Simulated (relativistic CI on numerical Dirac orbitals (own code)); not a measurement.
d1 to d9 in one octahedral field

Computed with a parametric ligand-field model without spin-orbit coupling, by exact diagonalisation: B = 620, C = 2680, 10Dq = 22500 cm⁻¹ (Oh; |10Dq|/B = 36.3) for every shell. Energies in cm⁻¹; the field energy is (0.6 n_e − 0.4 n_t2) × 10Dq of the ground term; g labels are left out.

| Shell | Ground term | Electrons in e | Field energy | First spin-allowed bands | Lowest term of other spin |
| --- | --- | --- | --- | --- | --- |
| d1 | 2T2 | 0.000 | -9000 | 2E 22500 |  |
| d2 | 3T1 | 0.017 | -17625 | 3T2 21124, 3T1 29049 | 1T2 9356 |
| d3 | 4A2 | 0.000 | -27000 | 4T2 22500, 4T1 29158 | 2E 12786 |
| d4 | 3T1 | 0.026 | -35409 | 3E 20078, 3T1 20760 | 5E 6207 |
| d5 | 2T2 | 0.048 | -43931 | 2A2 19288, 2T1 19504 | 4T1 9973 |
| d6 | 1A1 | 0.036 | -53191 | 1T1 20702, 1T2 29042 | 3T1 14975 |
| d7 | 2E | 1.026 | -39924 | 2T1 20549, 2T2 21168 | 4T1 9622 |
| d8 | 3A2 | 2.000 | -27000 | 3T2 22500, 3T1 29158 | 1E 10219 |
| d9 | 2E | 3.000 | -13500 | 2T2 22500 |  |

Low spin: d4, d5, d6, d7; the other shells keep the spin of the free ion. Only d4 to d7 can choose; the field needed to pair spins is smallest for d6 and largest for d5, which loses most exchange energy. In the strong-field picture 10Dq must exceed about 6B + 5C = 17120 (d4), 7.5B + 5C = 18050 (d5), 2.5B + 4C = 12270 (d6) and 4B + 4C = 13200 (d7); mixing of terms shifts these bounds somewhat.
